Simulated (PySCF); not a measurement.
PySCF 2.14 output of an unrestricted BP86 calculation on a single atom or ion in 6-31G* (5s4p2d1f, 34 functions), with the non-relativistic Hamiltonian (point nucleus):

```
SCF conv_tol = 1e-09
number electrons alpha = 11  beta = 9
    A. D. Becke.,  Phys. Rev. A 38, 3098 (1988)
    J. P. Perdew.,  Phys. Rev. B 33, 8822 (1986)
cycle= 1 E= -760.394211513692  delta_E= -0.00253  |g|= 0.00993  |ddm|= 0.207
cycle= 2 E= -760.394247869377  delta_E= -3.64e-05  |g|= 0.00205  |ddm|= 0.0178
cycle= 3 E= -760.394249671091  delta_E= -1.8e-06  |g|= 0.000246  |ddm|= 0.00544
cycle= 4 E= -760.394249651834  delta_E= 1.93e-08  |g|= 6.15e-05  |ddm|= 0.00297
cycle= 5 E= -760.39424963764  delta_E= 1.42e-08  |g|= 2.34e-05  |ddm|= 0.00138
cycle= 6 E= -760.394249634786  delta_E= 2.85e-09  |g|= 2.2e-07  |ddm|= 0.000404
cycle= 7 E= -760.394249634787  delta_E= -2.27e-13  |g|= 4.17e-09  |ddm|= 2.74e-06
converged SCF energy = -760.394249634787  <S^2> = 2.0003878  2S+1 = 3.0002585
```

The run itself started from symmetry-adapted Hartree-Fock orbitals and held the occupation by maximum overlap, on a logarithmic radial grid, so the iterations belong to that start.

Q: Which element, charge and spin multiplicity is this?

A: Sc⁺ (scandium, charge +1), multiplicity 3; the state was [Ar] 3d1 4s1, high-spin 3D determinant.
